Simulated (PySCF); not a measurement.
C2H4N, SMILES [CH2]N=C, multiplicity 2.

The structure is a stationary point at PBE0-D3(BJ)/def2-TZVP. The isomer is the one that the SMILES or the coordinates give; other isomers of the formula were not compared.

Level of theory: PBE0-D3(BJ)/def2-TZVP (PySCF 2.14.0).

No scaling factor is applied to the harmonic values.

Problem. Give all harmonic wavenumbers and intensities. (The exact figures need the calculation; the answer reports its results.)

Solution. 
| mode | ν (cm⁻¹) | IR (km/mol) | moving atoms (share of kinetic energy) |
|---|---|---|---|
| 1 | 369 | 0.0 | H 98 % |
| 2 | 469 | 3.7 | H 45 %, C 30 %, N 25 % |
| 3 | 589 | 14.2 | H 79 %, N 19 % |
| 4 | 855 | 0.0 | H 75 %, C 25 % |
| 5 | 879 | 47.9 | H 64 %, C 28 % |
| 6 | 1108 | 7.5 | H 73 %, C 24 % |
| 7 | 1180 | 0.0 | H 54 %, C 46 % |
| 8 | 1288 | 48.8 | N 39 %, H 36 %, C 25 % |
| 9 | 1314 | 1.5 | N 58 %, C 29 %, H 14 % |
| 10 | 1491 | 1.4 | H 88 %, C 12 % |
| 11 | 1549 | 0.0 | H 71 %, C 27 % |
| 12 | 3045 | 7.9 | H 95 % |
| 13 | 3056 | 67.3 | H 95 % |
| 14 | 3215 | 7.2 | H 90 %, C 10 % |
| 15 | 3217 | 13.8 | H 90 %, C 10 % |
